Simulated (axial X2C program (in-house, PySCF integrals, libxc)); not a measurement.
# Spin–orbit effects along a row: molecules with Rb, PBE0

Computed with an axial X2C code built on PySCF integrals, spin-free (one-electron X2C) or two-component (2c: spin–orbit coupling with atomic mean-field Coulomb and Gaunt terms, which also bring small scalar terms), in Dyall basis sets with cores contracted in-house; open shells are unrestricted.

Basis sets: As dyall-cv3z, Ca dyall-cv3z, Ga dyall-cv3z, Ge dyall-cv3z, Rb dyall-cv3z, Se dyall-cv3z.

| molecule | spin-free state | Re (Å) | ωe (cm⁻¹) | De (eV) | 2c state | Re 2c (Å) | ωe 2c (cm⁻¹) | De 2c (eV) |
| --- | --- | --- | --- | --- | --- | --- | --- | --- |
| RbCa | M_S = 1/2, Λ = 0 | 4.421 | 60.9 | 0.21 | Ω = 1/2 | 4.421 | 60.9 | 0.21 |
| RbGa | M_S = 1, Λ = 1 | 3.456 | 90.3 | 0.55 | Ω = 2 | 3.457 | 90.5 | n/a |
| RbGe | M_S = 3/2, Λ = 0 | 3.183 | 124.1 | 1.53 | Ω = 3/2 | 3.184 | 124.0 | n/a |
| RbAs | M_S = 1, Λ = 0 | 3.240 | 130.2 | 1.24 | Ω = 1 | 3.239 | 130.1 | 1.24 |
| RbSe | M_S = 1/2, Λ = 1 | 3.063 | 151.8 | 2.43 | Ω = 3/2 | 3.064 | 151.5 | 2.47 |

Each entry is the lowest single determinant of a limited PBE0 search at one distance. De goes to single-determinant-based atoms at the same level (for ions the charge split of lowest energy) and is withheld (n/a) where an atom does not fit its ground term or J level. Main or longest-lived isotopes. One determinant is a doubtful description, or other states lie close, for RbGa, RbGe, RbAs, RbSe; these need not be ground states, and all values refer to the states named. Some open-shell Ω = 0 determinants are out of reach, so the Ω given for RbGa, RbAs need not be the lowest component. With several unpaired electrons the Ω given is that of one determinant, not necessarily of the lowest component. The functionals have no current term, which raises determinants with orbital currents. Where the atoms have a lower orbital projection than the molecule, De at mean-field level may be about a tenth of an eV too small.
